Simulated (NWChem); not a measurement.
System: ZnH2; SMILES [ZnH2]

Input file for NWChem:

```
start job
memory heap 200 mb stack 900 mb global 1100 mb
geometry units angstroms noautoz
  Zn     0.000000     0.000000     0.000000
  H      0.000000     0.000000    -1.541123
  H      0.000000     0.000000     1.541123
end
basis spherical
  Zn library cc-pvtz
  H library cc-pvtz
end
dft
  xc hfexch
  iterations 150
  mulliken
end
task dft gradient
```

Excerpt of the output:

```
             Northwest Computational Chemistry Package (NWChem) 7.3.0
             --------------------------------------------------------

 ORDER OF PRIMARY AXIS IS BEING SET TO 4
 D4H symmetry detected

                             Geometry "geometry" -> ""
                             -------------------------

 Output coordinates in angstroms (scale by  1.889725989 to convert to a.u.)

  No.       Tag          Charge          X              Y              Z
 ---- ---------------- ---------- -------------- -------------- --------------
    1 Zn                  30.0000     0.00000000     0.00000000     0.00000000
    2 H                    1.0000     0.00000000     0.00000000    -1.54112300
    3 H                    1.0000     0.00000000     0.00000000     1.54112300

 Effective nuclear repulsion energy (a.u.)      20.7739574093

      Symmetry information
      --------------------

 Group name             D4h
 Group number             28
 Group order              16
 No. of unique centers     2

  xc_inp: hfexch multiplicative factor not found.

                                 NWChem DFT Module
                                 -----------------

 Summary of "ao basis" -> "ao basis" (spherical)
 ------------------------------------------------------------------------------
       Tag                 Description            Shells   Functions and Types
 ---------------- ------------------------------  ------  ---------------------
 Zn                         cc-pvtz                 20       68   7s6p4d2f1g
 H                          cc-pvtz                  6       14   3s2p1d

      Symmetry analysis of basis
      --------------------------

        a1g        19
        a1u         0
        a2g         1
        a2u        14
        b1g         6
        b1u         3
        b2g         6
        b2u         3
        eg         18
        eu         26

            General Information
            -------------------
          SCF calculation type: DFT
          Wavefunction type:  closed shell.
          No. of atoms     :     3
          No. of electrons :    32
           Alpha electrons :    16
            Beta electrons :    16
          Charge           :     0
          Spin multiplicity:     1
          Use of symmetry is: on ; symmetry adaption is: on
          Maximum number of iterations: 150
          AO basis - number of functions:    96
                     number of shells:    32
          Convergence on energy requested:  1.00D-06
          Convergence on density requested:  1.00D-05
          Convergence on gradient requested:  5.00D-04

              XC Information
              --------------
                     Hartree-Fock (Exact) Exchange  1.000

      Superposition of Atomic Density Guess
      -------------------------------------

 Sum of atomic energies:       -1778.84625217

      Non-variational initial energy
      ------------------------------

 Total energy =   -1778.959433
 1-e energy   =   -2526.274313
 2-e energy   =     726.540922
 HOMO         =      -0.310706
 LUMO         =       0.043289

      Symmetry analysis of molecular orbitals - initial
      -------------------------------------------------

 !! scf_movecs_sym_adapt:   18 vectors were symmetry contaminated

  Symmetry fudging

 !! scf_movecs_sym_adapt:   10 vectors were symmetry contaminated

  Numbering of irreducible representations:

     1 a1g         2 a1u         3 a2g         4 a2u         5 b1g
     6 b1u         7 b2g         8 b2u         9 eg         10 eu

  Orbital symmetries:

     1 a1g         2 a1g         3 a2u         4 eu          5 eu
     6 a1g         7 a2u         8 eu          9 eu         10 a1g
    11 eg         12 eg         13 b1g        14 b2g        15 a1g
    16 a2u        17 eu         18 eu         19 a1g        20 a1g
    21 a2u        22 eu         23 eu         24 a2u        25 a1g
    26 eg

     ---------------------------------------------
      Total Density - Mulliken Population Analysis
     ---------------------------------------------

    Atom       Charge   Shell Charges
 -----------   ------   -------------------------------------------------------
    1 Zn  30    29.41   2.00  2.00  2.00  0.94  0.01  0.01  0.15  6.00  6.00 -0.06  0.31  0.00  0.08  9.55 -0.00 -0.00  0.42  0.00  0.00  0.00
    2 H    1     1.29   0.22  0.61  0.45  0.00  0.01  0.00
    3 H    1     1.29   0.22  0.61  0.45  0.00  0.01  0.00

 !! scf_movecs_sym_adapt:   20 vectors were symmetry contaminated

  Symmetry fudging

 !! scf_movecs_sym_adapt:   20 vectors were symmetry contaminated

   convergence    iter        energy       DeltaE   RMS-Dens  Diis-err
 ---------------- ----- ----------------- --------- --------- ---------
 d= 0,ls=0.0,diis     1  -1778.9564068459 -1.80D+03  3.01D-03  6.95D-02

 !! scf_movecs_sym_adapt:   20 vectors were symmetry contaminated

  Symmetry fudging

 !! scf_movecs_sym_adapt:   18 vectors were symmetry contaminated

 d= 0,ls=0.0,diis     2  -1778.9678338520 -1.14D-02  1.02D-03  4.71D-02

 !! scf_movecs_sym_adapt:    8 vectors were symmetry contaminated

  Symmetry fudging

 !! scf_movecs_sym_adapt:    4 vectors were symmetry contaminated

 d= 0,ls=0.0,diis     3  -1778.9697565522 -1.92D-03  8.75D-04  3.90D-03

 !! scf_movecs_sym_adapt:   10 vectors were symmetry contaminated

  Symmetry fudging

 !! scf_movecs_sym_adapt:    8 vectors were symmetry contaminated

 d= 0,ls=0.0,diis     4  -1778.9702629130 -5.06D-04  7.74D-05  1.21D-04

 !! scf_movecs_sym_adapt:    4 vectors were symmetry contaminated

  Symmetry fudging

 !! scf_movecs_sym_adapt:    2 vectors were symmetry contaminated

 d= 0,ls=0.0,diis     5  -1778.9702726244 -9.71D-06  2.17D-05  3.20D-06

 !! scf_movecs_sym_adapt:    2 vectors were symmetry contaminated

  Symmetry fudging

 !! scf_movecs_sym_adapt:    2 vectors were symmetry contaminated

 d= 0,ls=0.0,diis     6  -1778.9702730835 -4.59D-07  7.26D-06  7.47D-08

         Total DFT energy =    -1778.970273083472
      One electron energy =    -2525.985059678875
           Coulomb energy =      796.596328811518
    Exchange-Corr. energy =      -70.355499625408
 Nuclear repulsion energy =       20.773957409293

 Numeric. integr. density =        0.000000000000

                  Occupations of the irreducible representations
                  ----------------------------------------------

                     irrep           alpha         beta
                     --------     --------     --------
                     a1g               5.0          5.0
                     a1u               0.0          0.0
                     a2g               0.0          0.0
                     a2u               3.0          3.0
                     b1g               1.0          1.0
                     b1u               0.0          0.0
                     b2g               1.0          1.0
                     b2u               0.0          0.0
                     eg                2.0          2.0
                     eu                4.0          4.0

                       DFT Final Molecular Orbital Analysis
                       ------------------------------------

 Vector   14  Occ=2.000000D+00  E=-8.061810D-01  Symmetry=eg
              MO Center=  1.7D-14, -2.6D-14, -2.5D-14, r^2= 2.8D-01
   Bfn.  Coefficient  Atom+Function         Bfn.  Coefficient  Atom+Function
  ----- ------------  ---------------      ----- ------------  ---------------
    27      0.799734  1 Zn d -1              29      0.534680  1 Zn d  1
    42      0.087113  1 Zn d -1              44      0.058242  1 Zn d  1

 Vector   15  Occ=2.000000D+00  E=-4.643966D-01  Symmetry=a1g
              MO Center=  5.5D-19, -5.7D-18,  1.5D-16, r^2= 2.5D+00
   Bfn.  Coefficient  Atom+Function         Bfn.  Coefficient  Atom+Function
  ----- ------------  ---------------      ----- ------------  ---------------
     4      0.440702  1 Zn s                 28      0.202999  1 Zn d  0
    70     -0.197959  2 H  s                 84     -0.197959  3 H  s
    71     -0.160264  2 H  s                 85     -0.160264  3 H  s
    69     -0.104856  2 H  s                 83     -0.104856  3 H  s
     3      0.069828  1 Zn s                  7     -0.036463  1 Zn s

 Vector   16  Occ=2.000000D+00  E=-3.997642D-01  Symmetry=a2u
              MO Center=  7.1D-16, -4.8D-16, -6.4D-16, r^2= 3.0D+00
   Bfn.  Coefficient  Atom+Function         Bfn.  Coefficient  Atom+Function
  ----- ------------  ---------------      ----- ------------  ---------------
    70      0.258907  2 H  s                 84     -0.258907  3 H  s
    71      0.206389  2 H  s                 85     -0.206389  3 H  s
    16     -0.138179  1 Zn pz                69      0.132857  2 H  s
    83     -0.132857  3 H  s                 19     -0.129865  1 Zn pz
    13      0.085541  1 Zn pz                25     -0.062635  1 Zn pz

 Vector   17  Occ=0.000000D+00  E= 5.361573D-02  Symmetry=eu
              MO Center= -4.5D-15,  3.5D-15, -2.4D-15, r^2= 7.1D+00
   Bfn.  Coefficient  Atom+Function         Bfn.  Coefficient  Atom+Function
  ----- ------------  ---------------      ----- ------------  ---------------
    23      0.730770  1 Zn px                24      0.606716  1 Zn py
    17      0.460945  1 Zn px                14     -0.386101  1 Zn px
    18      0.382696  1 Zn py                15     -0.320558  1 Zn py
    11     -0.059412  1 Zn px                12     -0.049326  1 Zn py
    20     -0.031029  1 Zn px                21     -0.025762  1 Zn py

[...]

                         DFT ENERGY GRADIENTS

    atom               coordinates                        gradient
                 x          y          z           x          y          z
   1 Zn      0.000000   0.000000   0.000000    0.000000   0.000000   0.000000
   2 H       0.000000   0.000000  -2.912300    0.000000   0.000000   0.009200
   3 H       0.000000   0.000000   2.912300    0.000000   0.000000  -0.009200
```

Level: Hartree-Fock/cc-pVTZ. All runs use the structure optimised with B3LYP/6-31G* (spherical d).
